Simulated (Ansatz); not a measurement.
Computed with Ansatz.

Basis-set series for `[SH][Ga][Cl]` radical. Charge 0, multiplicity 2. The structure was optimised at the PBE0-D4/def2-TZVP level. It is one conformer, not always the lowest.

Cartesian coordinates in Å:
```
S -0.915 -0.917 0.912
Ga -0.297 1.132 0.275
Cl 1.249 1.255 -1.244
H -0.036 -1.470 0.057
```

```json
{"functional": "PBE0-D4", "basis": "def2-SVP", "functions": "73", "energy (Eh)": "-2782.85493", "HOMO (eV)": "-6.59", "LUMO (eV)": "-3.59"}
{"functional": "PBE0-D4", "basis": "def2-TZVPP", "functions": "146", "energy (Eh)": "-2783.39938", "HOMO (eV)": "-6.68", "LUMO (eV)": "-3.68"}
{"functional": "ωB97M-V", "basis": "def2-SVP", "functions": "73", "energy (Eh)": "-2783.24857", "HOMO (eV)": "-8.52", "LUMO (eV)": "-1.91"}
{"functional": "ωB97M-V", "basis": "def2-TZVPP", "functions": "146", "energy (Eh)": "-2783.78863", "HOMO (eV)": "-8.63", "LUMO (eV)": "-2.01"}
```

Task: Give the rows for def2-QZVPP. (An estimate is asked.)

Result: The calculation gave: 
```csv
functional,basis,functions,energy (Eh),HOMO (eV),LUMO (eV)
PBE0-D4,def2-QZVPP,259,-2783.46808,-6.71,-3.72
ωB97M-V,def2-QZVPP,259,-2783.85488,-8.68,-2.11
```

HOMO and LUMO are taken over both spins. Scalar relativity is left out up to krypton.
